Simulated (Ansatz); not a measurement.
Molecule: sum formula SiN3H5Br, net charge 0, doublet state. It need not be the lowest isomer of its formula. SMILES: [NH][Si](N)(N)Br
Geometry from a B3LYP-D3(BJ)/def2-TZVP (Ansatz, a program for electronic structure) optimisation:
```xyz
10

Si    -0.1120    -0.0854    -0.8626
Br     0.2123     0.1258     1.3706
N      1.4758    -0.5194    -1.4190
N     -0.8366     1.3764    -1.3359
N     -1.1108    -1.3574    -1.3654
H      2.1664     0.2234    -1.2968
H     -1.2560     1.4858    -2.2447
H     -0.6674     2.2483    -0.8640
H     -0.7150    -2.2718    -1.5146
H     -2.0901    -1.3902    -1.1348
```
Charge 0, spin multiplicity 2.

Wanted: atomisation energy (electronic, to ground-state atoms), in eV. Valence correlation only, unless marked. Open shells are spin-unrestricted. Spin-orbit coupling is left out. Frozen are the shells of the preceding noble gas and the d and f shells that filled before the atom's block. No relativistic terms. The coupled-cluster limit lacks core correlation, which all-electron functionals hold. Basis-set limits of correlation are two-point, X^-3; Hartree-Fock from the larger set. The bracket is a focal-point correction in the basis named.

```
level        program  atomisation energy (eV)
-----------  -------  -----------------------
HF/STO-3G     Ansatz                    23.65
HF/def2-SVP   Ansatz                    22.67
```

Question: Predict the RI-MP2/CBS(def2-TZVPP,def2-QZVPP)+[CCSD(T)-MP2]/def2-TZVPP result (Ansatz).

Answer: 34.92 eV, so HF/def2-SVP differs from it by -12.25 eV.
